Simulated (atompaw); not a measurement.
## O (Z = 8): one change to a PAW (atompaw) potential, before and after

* Element: oxygen (O)
* Generator: atompaw 4.2.0.5
* Type: PAW
* Functional: PBE
* Relativity: scalar-relativistic
* Frozen core: [He]
* Valence charge: 6
* Reference configuration: 2s2 2p3.5 (charge +0.5)
* Partial waves: 2s (bound): rc 0.65 bohr; 2s channel at -1.85 Ry: rc 0.65 bohr; 2p (bound): rc 1.15 bohr; 2p channel at -0.15 Ry: rc 1.15 bohr; 3d channel at -0.1 Ry: rc 0.85 bohr; 3d channel at 0.65 Ry: rc 1.15 bohr
* Local potential: ultrasoft scheme with l = 3 at 0 Ry, radius 0.95 bohr
* Core correction: smooth core density matched at 1.05 bohr
* Augmentation charge: sinc compensation charge, radius 0.90 bohr; PAW radius 1.15 bohr; waves and projectors: custom rrkj vanderbiltortho

Change: all radii scaled by about 1.13 (s 0.74, p 1.30, d 0.96 bohr); local potential ultrasoft scheme with l = 3 at 0 Ry, radius 1.08 bohr; augmentation sinc compensation charge, radius 1.02 bohr; PAW radius 1.30 bohr; waves and projectors: custom rrkj vanderbiltortho; core correction smooth core density matched at 1.20 bohr.

Cutoffs: the cutoffs (Ry, on a coarse ladder) from which the occupation-weighted sum of valence levels, in a spherical-Bessel basis at the reference potential, stays within 10 and 1 mRy of its value at 400 Ry; they do not see the model core or the augmentation charge, which bear on the density cutoff.

**Question.** What does the change do?

**Answer.** The potential gets softer (90 Ry and 120 Ry → 60 Ry and 90 Ry); neither file shows a bound ghost. A larger radius leaves more room for a smooth pseudo-wave, so fewer plane waves are needed.

```csv
quantity,base,changed
"cutoff, loose",90 Ry,60 Ry
"cutoff, tight",120 Ry,90 Ry
loose cutoff by channel (10 mRy a level),"s 70 Ry, p 45 Ry","s 50 Ry, p 40 Ry"
bound ghosts,none,none
lowest overlap eigenvalue by channel,"s 0.64, p 0.96, d 0.18","s 0.63, p 0.92, d 0.64"
```

 The cutoffs see the waves, projectors and local potential, not the compensation charge or the core.
